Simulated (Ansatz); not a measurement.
System: C3H10O2Si, net charge 0, singlet state. 
Geometry from a B3LYP-D3(BJ)/def2-TZVP (Ansatz, an electronic-structure program) optimisation:
```xyz
16

C      3.2394    -0.3270    -0.0872
O      1.8970    -0.1228    -0.4929
Si     0.6174    -0.1495     0.5441
C     -0.9148     0.1704    -0.4770
C     -2.2053     0.1823     0.3187
O     -3.2848     0.4357    -0.5812
H      3.5571     0.4325     0.6347
H      3.3733    -1.3162     0.3628
H      3.8752    -0.2566    -0.9695
H      0.5426    -1.4675     1.2321
H      0.7902     0.8872     1.5983
H     -0.7949     1.1302    -0.9876
H     -0.9763    -0.5951    -1.2559
H     -2.1670     0.9589     1.0931
H     -2.3500    -0.7819     0.8224
H     -4.1083     0.4447    -0.0820
```

Quantity: vertical triplet-singlet gap (E(triplet) - E(singlet); each state is the SCF solution reached for its spin), in kcal/mol. Correlated levels leave the core frozen unless marked. UHF or UKS for open shells. Spin-orbit coupling is left out. No relativistic terms. 

```
level                    program  vertical triplet-singlet gap (kcal/mol)
-----------------------  -------  ---------------------------------------
HF/aug-cc-pV(D+d)Z        Ansatz                                    131.7
HF/aug-cc-pV(T+d)Z        Ansatz                                    131.2
SVWN5/def2-TZVPD          Ansatz                                    133.3
PBE/def2-TZVPD            Ansatz                                    135.7
r2SCAN/def2-TZVPD         Ansatz                                    144.5
B3LYP/def2-TZVPD          Ansatz                                    149.4
BHLYP/def2-TZVPD          Ansatz                                    164.2
CAM-B3LYP/def2-TZVPD      Ansatz                                    161.7
wB97M-V/def2-TZVPD        Ansatz                                    163.8
wB97X-V/def2-TZVPD        Ansatz                                    167.7
B2PLYP/def2-TZVPD         Ansatz                                    154.9
RI-MP2/aug-cc-pV(T+d)Z    Ansatz                                    164.5
SCS-MP2/aug-cc-pV(D+d)Z   Ansatz                                    161.1
CCSD/aug-cc-pV(D+d)Z      Ansatz                                    152.3
```
